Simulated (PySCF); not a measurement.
Compound: C4H7F3.
Z-matrix (Å and degrees, PBE0-D3(BJ)/def2-SVP geometry), rows numbered from 1:
```
C 
C   1  1.5223
C   2  1.5165  1  112.13
F   3  1.3773  2  109.88  1   -60.67
C   2  1.5165  1  111.32  3  -124.07
F   5  1.3528  2  110.21  1   -57.84
F   5  1.3554  2  109.93  1  -176.11
H   1  1.1004  2  110.58  3    58.07
H   1  1.0983  2  111.04  3   178.63
H   1  1.1000  2  110.58  3   -61.17
H   2  1.1047  1  110.03  3   119.36
H   3  1.1016  2  110.90  1   179.51
H   3  1.1030  2  110.23  1    58.73
H   5  1.1039  2  112.56  1    63.31
```

All values: B3LYP/def2-SVPD (PySCF, non-relativistic), on one gas-phase PBE0-D3(BJ)/def2-SVP geometry that isn't relaxed in the solvent. The solvent is an IEF-PCM continuum (cavity from Bondi-type radii × 1.2), and excitations are vertical TDDFT with non-equilibrium linear response and a frozen core. The model holds no explicit solvent molecules, cavitation or dispersion.

Gas-phase singlets (H = HOMO, L = LUMO):

```tsv
state	E (eV)	λ (nm)	f	leading configuration
S1	8.630	144	0.016	H→L 96%
S2	8.943	139	0.015	H-1→L 95%
S3	8.983	138	0.012	H→L+1 94%
S4	9.207	135	0.001	H→L+2 59%
S5	9.295	133	0.005	H-2→L 57%
```

**Question.** Give the list for benzene (ε = 2.271), n² = 2.25.

**Answer.** 
| state | E (eV) | λ (nm) | f | leading configuration | change by rank (eV) |
| --- | --- | --- | --- | --- | --- |
| S1 | 8.632 | 144 | 0.019 | H→L 96% | +0.002 |
| S2 | 8.928 | 139 | 0.021 | H-1→L 94% | -0.015 |
| S3 | 9.031 | 137 | 0.021 | H→L+1 96% | +0.048 |
| S4 | 9.187 | 135 | 0.001 | H-2→L 43% | -0.020 |
| S5 | 9.272 | 134 | 0.005 | H→L+2 54% | -0.023 |

**Question.** How does the list change in tetrahydrofuran (ε = 7.426)?

**Answer.** 
| state | E (eV) | λ (nm) | f | leading configuration | change by rank (eV) |
| --- | --- | --- | --- | --- | --- |
| S1 | 8.618 | 144 | 0.013 | H→L 96% | -0.012 |
| S2 | 8.908 | 139 | 0.018 | H-1→L 93% | -0.035 |
| S3 | 9.096 | 136 | 0.023 | H→L+1 91% | +0.113 |
| S4 | 9.169 | 135 | 0.002 | H-2→L 47% | -0.038 |
| S5 | 9.252 | 134 | 0.005 | H→L+2 73% | -0.043 |

**Question.** The ground-state energy changes by -0.164 eV from gas to tetrahydrofuran. By how much does the total energy of gas-phase S3 change?

**Answer.** E(S3) = E(S0) + excitation energy, so it changes by -0.164 + 0.113 = -0.051 eV: it is lowered less than the ground state, which is what a blue shift means. This is the vertical state, with the slow part of the continuum still set for S0.

**Question.** How do the frontier levels move from gas to tetrahydrofuran?

**Answer.** 
| orbital | gas (eV) | solvent (eV) | change (eV) | Löwdin shares, gas | Löwdin shares, solvent |
| --- | --- | --- | --- | --- | --- |
| LUMO+2 | 0.99 | 1.17 | +0.18 | F7 14 %, C1 13 %, H10 11 %, H12 10 % | F7 16 %, C1 14 %, H12 9 %, H8 8 % |
| LUMO+1 | 0.78 | 1.08 | +0.30 | H14 14 %, H11 12 %, F4 11 %, H13 11 % | H11 13 %, H14 12 %, H13 12 %, C5 11 % |
| LUMO | 0.35 | 0.57 | +0.22 | C3 18 %, C1 16 %, H13 10 %, H10 9 % | C3 16 %, C1 14 %, F4 12 %, C5 10 % |
| HOMO | -9.18 | -9.00 | +0.18 | C5 17 %, F6 16 %, C2 16 %, F7 13 % | C5 17 %, C2 16 %, F6 14 %, F7 12 % |
| HOMO-1 | -9.61 | -9.37 | +0.24 | F4 30 %, C3 22 %, C2 14 %, H12 12 % | F4 27 %, C3 23 %, C2 14 %, H12 12 % |
| HOMO-2 | -9.90 | -9.63 | +0.27 | F4 25 %, C2 16 %, C1 12 %, C3 11 % | F4 20 %, C2 17 %, C1 15 %, C3 10 % |
| HOMO-3 | -10.61 | -10.38 | +0.23 | C1 23 %, C2 16 %, F4 15 %, F7 13 % | C1 22 %, F4 17 %, C2 16 %, F7 12 % |

The HOMO–LUMO gap goes from 9.53 to 9.57 eV. Rows go by rank; for LUMO the atom shares or the degeneracy differ between the runs, so the row needn't follow one orbital.
